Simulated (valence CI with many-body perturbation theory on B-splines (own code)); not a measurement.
## Ta I: electric-dipole lines

Calculated by valence CI with perturbative core correlation (CI+MBPT): five valence electrons over a frozen Dirac-Fock core [Xe] 4f14, a basis of 9 s, 9 p, 9 d, 7 f, 4 g, 2 h functions for each j, with the one-electron correlation potential Σ1, the two-electron term Σ2, the three-electron term Σ3, Breit, model QED; selected CI, second order for the rest, scaled by the run's own slope (own B-spline code, finite nucleus).

Set against measurement, 6 paired levels are off by 60 cm⁻¹ on average, the worst by 93. These come from a selection out of the NIST Handbook of Basic Atomic Spectroscopic Data. Levels without a partner in it may be off by more, other configurations by 1,000 to 4,000 cm⁻¹. Among the levels kept, up to 1000 cm⁻¹ of a level comes from second order outside the variational space, and about a tenth of that is noise between levels of different J, which matters for small intervals.

Lines 1 to 50 of 106 in falling wavelength, among levels below 2.855 eV, chosen from the strongest by gf and those to the six lowest levels. Wavelengths and rates use the calculated energies, so an error of 60 cm⁻¹ moves a line at 2437 nm by 1.5 % and its rate by three times that or more. Electric multipoles are in the length gauge, E1 and E2 with the static RPA response of the core. Weak lines are less certain than strong ones. Lines between different terms over intervals too small for the method are left out, as are lines whose strength nearly cancels. The highest levels of a list are the least certain.

Names give the largest LS component (configuration and term), which can be under half, so a name can repeat, a term be missing and a line seem to break the LS rules; names also repeat where a configuration has a term twice. Letters in brackets count levels of one name in rising energy.

| λ vac (nm) | Upper | Lower | A (s⁻¹) | S (a.u.) with core polarisation | S without |
| --- | --- | --- | --- | --- | --- |
| 2437 | 5d²6s²6p ²S°_1/2 | 5d³6s² ²P_3/2 | 8.69e+03 | 1.24e-01 | 1.30e-01 |
| 2339 | 5d²6s²6p ⁴F°_3/2 | 5d³6s² ²F_5/2 | 5.81e+02 | 1.47e-02 | 1.55e-02 |
| 2274 | 5d²6s²6p ⁴D°_5/2 | 5d³6s² ²F_7/2 | 9.45e+02 | 3.29e-02 | 3.41e-02 |
| 2136 | 5d²6s²6p ²D°_3/2 | 5d³6s² ²P_3/2 | 9.25e+02 | 1.78e-02 | 1.74e-02 |
| 2045 | 5d³6s6p ⁴D°_5/2 | 5d³6s² ²P_3/2 | 2.61e+02 | 6.60e-03 | 6.09e-03 |
| 2043 | 5d²6s²6p ⁴G°_7/2 | 5d³6s² ²F_7/2 | 2.66e+02 | 8.95e-03 | 1.18e-02 |
| 2012 | 5d³6s6p ⁶G°_5/2 [a] | 5d³6s² ²D_5/2 | 3.38e+02 | 8.16e-03 | 7.98e-03 |
| 1862 | 5d⁴6s ⁴F_3/2 | 5d³6s6p ⁶G°_3/2 | 1.76e+03 | 2.25e-02 | 2.36e-02 |
| 1739 | 5d⁴6s ⁴D_5/2 | 5d³6s6p ⁶G°_3/2 | 3.66e+02 | 5.69e-03 | 6.27e-03 |
| 1704 | 5d²6s²6p ⁴D°_5/2 | 5d³6s² ²P_3/2 | 1.15e+03 | 1.68e-02 | 1.54e-02 |
| 1598 | 5d³6s6p ⁴D°_1/2 | 5d³6s² ²P_1/2 | 1.06e+04 | 4.26e-02 | 4.47e-02 |
| 1449 | 5d²6s²6p ⁴G°_7/2 | 5d³6s² ²H_9/2 [b] | 6.29e+02 | 7.55e-03 | 7.39e-03 |
| 1314 | 5d³6s6p ⁶G°_5/2 [a] | 5d⁴6s ⁶D_5/2 | 7.84e+02 | 5.27e-03 | 6.01e-03 |
| 1255 | 5d³6s6p ⁴D°_5/2 | 5d³6s² ²D_5/2 | 3.52e+03 | 2.06e-02 | 2.02e-02 |
| 1234 | 5d³6s6p ⁶G°_5/2 [a] | 5d³6s² ²G_7/2 | 5.11e+03 | 2.85e-02 | 3.05e-02 |
| 1215 | 5d²6s²6p ²S°_1/2 | 5d³6s² ²P_1/2 | 4.87e+04 | 8.62e-02 | 8.76e-02 |
| 1140 | 5d³6s6p ⁶G°_7/2 | 5d⁴6s ⁶D_7/2 | 4.44e+03 | 2.60e-02 | 3.00e-02 |
| 1135 | 5d²6s²6p ²D°_3/2 | 5d³6s² ²P_1/2 | 1.05e+03 | 3.05e-03 | 1.65e-03 |
| 1117 | 5d²6s²6p ⁴D°_5/2 | 5d³6s² ²D_5/2 | 2.17e+03 | 8.97e-03 | 1.03e-02 |
| 1115 | 5d³6s6p ⁴D°_3/2 | 5d⁴6s ⁶D_5/2 | 2.86e+03 | 7.84e-03 | 8.77e-03 |
| 1103 | 5d³6s6p ⁶G°_5/2 [b] | 5d³6s² ²G_7/2 | 4.50e+03 | 1.79e-02 | 1.99e-02 |
| 1088 | 5d³6s6p ⁴D°_1/2 | 5d⁴6s ⁶D_1/2 | 2.52e+04 | 3.20e-02 | 3.65e-02 |
| 1074 | 5d²6s²6p ²S°_1/2 | 5d³6s² ²D_3/2 | 1.47e+04 | 1.79e-02 | 1.88e-02 |
| 1059 | 5d²6s²6p ⁴G°_7/2 | 5d³6s² ²D_5/2 | 5.02e+03 | 2.35e-02 | 2.74e-02 |
| 1032 | 5d³6s6p ⁶G°_9/2 | 5d⁴6s ⁶D_9/2 | 6.87e+03 | 3.73e-02 | 4.26e-02 |
| 1032 | 5d³6s6p ⁴D°_5/2 | 5d⁴6s ⁶D_7/2 | 2.35e+03 | 7.66e-03 | 8.89e-03 |
| 1032 | 5d³6s6p ⁶G°_7/2 | 5d⁴6s ⁶D_5/2 | 1.49e+03 | 6.47e-03 | 8.20e-03 |
| 1011 | 5d²6s²6p ²D°_3/2 | 5d³6s² ²D_3/2 | 1.05e+04 | 2.14e-02 | 2.33e-02 |
| 999.0 | 5d²6s²6p ⁴G°_7/2 | 5d⁴6s ⁶D_9/2 | 1.76e+03 | 6.94e-03 | 7.79e-03 |
| 996.2 | 5d³6s6p ⁴D°_3/2 | 5d⁴6s ⁶D_3/2 | 1.15e+04 | 2.25e-02 | 2.66e-02 |
| 990.3 | 5d³6s6p ⁴D°_5/2 | 5d³6s² ²D_3/2 | 1.01e+03 | 2.90e-03 | 3.19e-03 |
| 982.7 | 5d³6s6p ⁴D°_3/2 | 5d³6s² ⁴P_5/2 | 1.43e+03 | 2.69e-03 | 3.19e-03 |
| 970.0 | 5d³6s6p ⁴D°_3/2 | 5d⁴6s ⁶D_1/2 | 3.85e+04 | 6.93e-02 | 7.93e-02 |
| 961.2 | 5d²6s²6p ²D°_3/2 | 5d⁴6s ⁶D_5/2 | 4.84e+03 | 8.49e-03 | 9.33e-03 |
| 937.2 | 5d²6s²6p ⁴D°_5/2 | 5d⁴6s ⁶D_7/2 | 1.48e+04 | 3.61e-02 | 4.11e-02 |
| 923.3 | 5d³6s6p ⁶G°_3/2 | 5d³6s² ⁴P_3/2 | 3.22e+03 | 5.00e-03 | 5.53e-03 |
| 922.4 | 5d³6s6p ⁶G°_9/2 | 5d⁴6s ⁶D_7/2 | 1.38e+04 | 5.34e-02 | 6.35e-02 |
| 917.8 | 5d²6s²6p ²S°_1/2 | 5d⁴6s ⁶D_3/2 | 8.86e+04 | 6.76e-02 | 7.28e-02 |
| 911.1 | 5d³6s6p ⁶F°_1/2 | 5d³6s² ²P_1/2 | 1.57e+04 | 1.17e-02 | 1.24e-02 |
| 906.8 | 5d³6s6p ⁶G°_3/2 | 5d³6s² ⁴P_1/2 | 1.95e+03 | 2.87e-03 | 3.26e-03 |
| 902.6 | 5d²6s²6p ⁴D°_5/2 | 5d³6s² ²D_3/2 | 6.49e+03 | 1.41e-02 | 1.40e-02 |
| 900.9 | 5d³6s6p ⁴D°_5/2 | 5d³6s² ²G_7/2 | 6.43e+03 | 1.39e-02 | 1.38e-02 |
| 895.6 | 5d²6s²6p ⁴G°_7/2 | 5d⁴6s ⁶D_7/2 | 1.16e+04 | 3.28e-02 | 3.57e-02 |
| 895.5 | 5d²6s²6p ²S°_1/2 | 5d⁴6s ⁶D_1/2 | 1.04e+04 | 7.38e-03 | 7.21e-03 |
| 886.2 | 5d³6s6p ⁶G°_9/2 | 5d³6s² ²H_9/2 [a] | 1.27e+03 | 4.36e-03 | 4.82e-03 |
| 871.6 | 5d²6s²6p ²D°_3/2 | 5d⁴6s ⁶D_3/2 | 1.03e+04 | 1.34e-02 | 1.54e-02 |
| 862.6 | 5d²6s²6p ⁴D°_5/2 | 5d⁴6s ⁶D_5/2 | 5.84e+03 | 1.11e-02 | 1.24e-02 |
| 861.4 | 5d²6s²6p ⁴G°_7/2 | 5d³6s² ²H_9/2 [a] | 5.92e+03 | 1.49e-02 | 1.35e-02 |
| 856.1 | 5d³6s6p ⁴D°_5/2 | 5d⁴6s ⁶D_3/2 | 1.53e+05 | 2.85e-01 | 3.24e-01 |
| 851.5 | 5d²6s²6p ²D°_3/2 | 5d⁴6s ⁶D_1/2 | 5.49e+03 | 6.69e-03 | 6.21e-03 |
